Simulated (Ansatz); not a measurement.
Hg₄O₅, 9 atoms. Hardware: 4 threads of Arm Neoverse V1 on a shared host.

In the def2 sets Hg takes a core potential; there is no spin–orbit coupling. Correlated methods freeze 5 core orbitals; core or outer-core shells of Hg are correlated, in sets that lack core-valence functions.

Question: How many basis functions does each of these Ansatz runs have, and roughly what does it cost? PBE0-D4/def2-SVP, charge 0 singlet, energy, from earlier orbitals; r2SCAN-D4/def2-TZVP, charge 0 singlet, energy, from earlier orbitals; PBE0-D4/def2-TZVP, charge 1 doublet at the geometry of the charge 0 singlet, energy; MP2/def2-TZVP, charge 0 singlet, energy, from earlier orbitals; PBE-D4/def2-TZVP, charge 0 triplet at the geometry of the charge 0 singlet, energy, from earlier orbitals; r2SCAN-D4/def2-TZVP, charge 0 triplet at the geometry of the charge 0 singlet, energy, from earlier orbitals; PBE-D4/def2-SVP, charge 0 singlet, energy, from earlier orbitals; B3LYP-D4/def2-SVP, charge 0 singlet, relaxation, 16 steps; PBE-D4/def2-SVP, charge -1 doublet at the geometry of the charge 0 singlet, energy, from earlier orbitals; PBE0-D4/def2-TZVP, charge 0 triplet at the geometry of the charge 0 singlet, energy; PBE-D4/def2-TZVPD, charge 0 singlet, energy, from earlier orbitals; ωB97X-V/def2-SVP, charge -1 doublet at the geometry of the charge 0 singlet, energy, from earlier orbitals.

Answer: Other jobs shared the machine, so times can vary by a factor of up to 3. A dash marks memory too small to be measured apart from the calling script's.

| run | functions | fitting or Cholesky vectors | wall time | peak host memory (GiB) |
| --- | --- | --- | --- | --- |
| PBE-D4/def2-SVP, charge 0 singlet, energy, from earlier orbitals | 198 | 1967 | 4.9 s | – |
| PBE0-D4/def2-SVP, charge 0 singlet, energy, from earlier orbitals | 198 | 1950 | 7.5 s | 0.69 |
| PBE-D4/def2-SVP, charge -1 doublet at the geometry of the charge 0 singlet, energy, from earlier orbitals | 198 | 1967 | 10 s | – |
| PBE-D4/def2-TZVPD, charge 0 singlet, energy, from earlier orbitals | 384 | 2480 | 14 s | 0.95 |
| r2SCAN-D4/def2-TZVP, charge 0 singlet, energy, from earlier orbitals | 327 | 2315 | 18 s | 0.73 |
| PBE-D4/def2-TZVP, charge 0 triplet at the geometry of the charge 0 singlet, energy, from earlier orbitals | 327 | 2315 | 18 s | 0.8 |
| PBE0-D4/def2-TZVP, charge 0 triplet at the geometry of the charge 0 singlet, energy | 327 | 2520 | 40 s | 2 |
| r2SCAN-D4/def2-TZVP, charge 0 triplet at the geometry of the charge 0 singlet, energy, from earlier orbitals | 327 | 2315 | 42 s | 0.96 |
| PBE0-D4/def2-TZVP, charge 1 doublet at the geometry of the charge 0 singlet, energy | 327 | 2520 | 43 s | 2 |
| ωB97X-V/def2-SVP, charge -1 doublet at the geometry of the charge 0 singlet, energy, from earlier orbitals | 198 | 1952 | 55 s | 1.6 |
| MP2/def2-TZVP, charge 0 singlet, energy, from earlier orbitals | 327 | 2520 | 59 s | 1.8 |
| B3LYP-D4/def2-SVP, charge 0 singlet, relaxation, 16 steps | 198 | 2126 | 1.9 min | 0.76 |
